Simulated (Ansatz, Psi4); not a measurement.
The Psi4 input:
```
memory 2 GB

molecule {
0 1
Cl   -1.80032643   -0.84416493   -1.18851803
Sn    0.00000000    0.00000000   -0.00000000
Cl   -0.31676548    2.26357933    0.37713794
Cl    1.94528107   -0.31513236   -1.21775939
Cl    0.17181084   -1.10428204    2.02913947
}

set {
  basis sto-3g
  scf_type pk
  puream true
  d_convergence 1e-8
  dft_radial_points 99
  dft_spherical_points 590
}

energy('bhhlyp')
print_variables()
```

**Question.** Write the same job for Ansatz (a first-principles code).

**Answer.** Several could match; the one computed here: 
Ansatz 0.2 input:
```yaml
crystal:
  periodic: [false, false, false]
  atoms:
    - {symbol: Cl, position_ang: [-1.80032643, -0.84416493, -1.18851803]}
    - {symbol: Sn, position_ang: [0.00000000, 0.00000000, -0.00000000]}
    - {symbol: Cl, position_ang: [-0.31676548, 2.26357933, 0.37713794]}
    - {symbol: Cl, position_ang: [1.94528107, -0.31513236, -1.21775939]}
    - {symbol: Cl, position_ang: [0.17181084, -1.10428204, 2.02913947]}
basis:
  gaussian:
    orbitals: STO-3G
hamiltonian:
  xc: {name: BHLYP}
accuracy: high
```

Both were run: Psi4 gave -7786.619771 Eh and Ansatz -7786.619778 Eh, 0.007 mEh apart.
